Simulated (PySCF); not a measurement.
Al(Cl)(Br)(OMe) (CH₃AlBrClO), SMILES C[O][Al]([Cl])[Br].

Geometry optimised at TPSSh-D3(BJ)/def2-SVP. The structure was generated by enumeration; whether it is a known compound was not checked. One conformer was computed; it need not be the lowest.

Two levels are set side by side: TDDFT-PBE/def2-SVPD (PySCF) and TDDFT-LC-ωPBE/def2-SVPD (PySCF). Vertical, same geometry. The lowest singlet is HOMO→LUMO 100 % with PBE and HOMO−1→LUMO 76 % with the other functional; states are paired by order. Differences are taken from unrounded values.

| quantity | TDDFT-LC-ωPBE |
|---|---|
| lowest singlet excitation (eV) | 6.98 |
| lowest triplet excitation (TDA) (eV) | 6.63 |
| first bright state (f over 0.05) (eV) | 8.05 |
| its oscillator strength | 0.21 |

Task: What does TDDFT-PBE give, and how far is it from TDDFT-LC-ωPBE? (The exact figures need the calculation; the answer reports its results.)

Result: 
```
quantity                               TDDFT-PBE  TDDFT-PBE minus TDDFT-LC-ωPBE
-------------------------------------  ---------  -----------------------------
lowest singlet excitation (eV)              5.17                          -1.82
lowest triplet excitation (TDA) (eV)        4.95                          -1.68
first bright state (f over 0.05) (eV)       6.11                          -1.94
its oscillator strength                     0.06                          -0.15
```

Functionals without exact exchange tend to place singlet excitations lower, as here. Differences between two approximate levels are no errors against the true value.

Rough cost on one machine, each run with all the roots and properties that it gave: TDDFT-LC-ωPBE against TDDFT-PBE about 6 times.
